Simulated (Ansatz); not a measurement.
Ge3⁻. The state is a doublet with charge -1. Geometry B3LYP-D4/def2-TZVPD.

```xyz
3

Ge    0.880   -1.111   -0.387
Ge    0.333    0.691    1.101
Ge   -1.213    0.420   -0.714
```

At HF/def2-TZVPD the charge -1 doublet is spin-contaminated (final ⟨S²⟩ up to 0.83, 0.75 for a pure state). At LDA (SPW92)/def2-TZVPD, PBE-D4/def2-TZVPD, r2SCAN-D4/def2-TZVPD the highest occupied level of the charge -1 doublet lies above zero (up to 0.27 eV). By energy differences its removal costs 2.15 eV (vertical, to the charge 0 triplet, at PBE-D4/def2-TZVPD); a positive level beside a positive removal energy at the same level points to self-interaction error. The structure comes from a short search, and lower isomers may exist.

Q: Estimate the α-spin orbital energies around the gap (eV) in Ansatz with HF/def2-TZVPD, LDA (SPW92)/def2-TZVPD, PBE-D4/def2-TZVPD, r2SCAN-D4/def2-TZVPD, r2SCAN0-D4/def2-TZVPD.

A: 
| orbital | HF/def2-TZVPD | LDA (SPW92)/def2-TZVPD | PBE-D4/def2-TZVPD | r2SCAN-D4/def2-TZVPD | r2SCAN0-D4/def2-TZVPD |
| --- | --- | --- | --- | --- | --- |
| HOMO−5 | -10.02 | -5.60 | -5.39 | -5.83 | -7.07 |
| HOMO−4 | -8.93 | -4.99 | -4.78 | -5.16 | -6.33 |
| HOMO−3 | -3.62 | -0.90 | -0.73 | -0.99 | -1.80 |
| HOMO−2 | -2.79 | -0.85 | -0.72 | -0.95 | -1.61 |
| HOMO−1 | -2.77 | -0.03 | 0.06 | -0.28 | -1.07 |
| HOMO | -2.41 | -0.01 | 0.11 | -0.07 | -0.82 |
| LUMO | 4.82 | 1.66 | 1.84 | 1.86 | 2.46 |
| LUMO+1 | 5.49 | 2.08 | 2.26 | 2.34 | 2.97 |
| LUMO+2 | 5.52 | 3.17 | 3.28 | 3.63 | 4.03 |
| LUMO+3 | 5.73 | 3.48 | 3.57 | 4.10 | 4.41 |
| LUMO+4 | 6.43 | 4.00 | 4.12 | 4.40 | 4.84 |
| LUMO+5 | 6.81 | 4.06 | 4.19 | 4.71 | 4.99 |
| β HOMO | -2.29 | 0.13 | 0.27 | 0.06 | -0.68 |
| β LUMO | 4.43 | 0.47 | 0.76 | 0.93 | 1.58 |
